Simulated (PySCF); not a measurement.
Correlation energy of N³⁺ (nitrogen, charge +3)

[He] 2s2, closed-shell 1S. Computed with PySCF 2.14 in aug-cc-pwCVDZ, with the non-relativistic Hamiltonian (point nucleus). Frozen: nothing; 4 electrons correlated.

```tsv
level	correlation energy (mhartree)
CCSD	-113.62
(T)	-0.39
CCSD(T)	-114.01
CCSDT	-114.02
```

Diagnostics: T1 = 0.0049, D1 = 0.0098, largest double amplitude 0.152.

A double-excitation amplitude exceeds 0.15, a sign of near-degeneracy.

Cost of the coupled-cluster step: roughly 0.11 core-seconds, for 4 correlated electrons.

Iterations:

```
CC2 = 0
CCSD nocc = 2, nmo = 27
frozen orbitals []
max_cycle = 100
direct = 0
conv_tol = 1e-08
conv_tol_normt = 1e-06
diis_space = 8
diis_start_cycle = 0
Init t2, MP2 energy = -51.1526237734581  E_corr(MP2) -0.0758087288740913
Init E_corr(CCSD) = -0.075808728874111
cycle = 1  E_corr(CCSD) = -0.0961514362579842  dE = -0.0203427074  norm(t1,t2) = 0.0649279
cycle = 2  E_corr(CCSD) = -0.105063187066378  dE = -0.00891175081  norm(t1,t2) = 0.0325409
cycle = 3  E_corr(CCSD) = -0.113743619555267  dE = -0.00868043249  norm(t1,t2) = 0.0162958
cycle = 4  E_corr(CCSD) = -0.1135924604729  dE = 0.000151159082  norm(t1,t2) = 0.000203002
cycle = 5  E_corr(CCSD) = -0.113635436178084  dE = -4.29757052e-05  norm(t1,t2) = 5.48614e-05
cycle = 6  E_corr(CCSD) = -0.113621320084953  dE = 1.41160931e-05  norm(t1,t2) = 2.7185e-05
cycle = 7  E_corr(CCSD) = -0.113620595154391  dE = 7.24930562e-07  norm(t1,t2) = 1.31787e-06
cycle = 8  E_corr(CCSD) = -0.113620596325829  dE = -1.17143756e-09  norm(t1,t2) = 6.6184e-09
CCSD converged
E(CCSD) = -51.19043564090988  E_corr = -0.1136205963258289
CCSD(T) correction = -0.000389924069987047
```
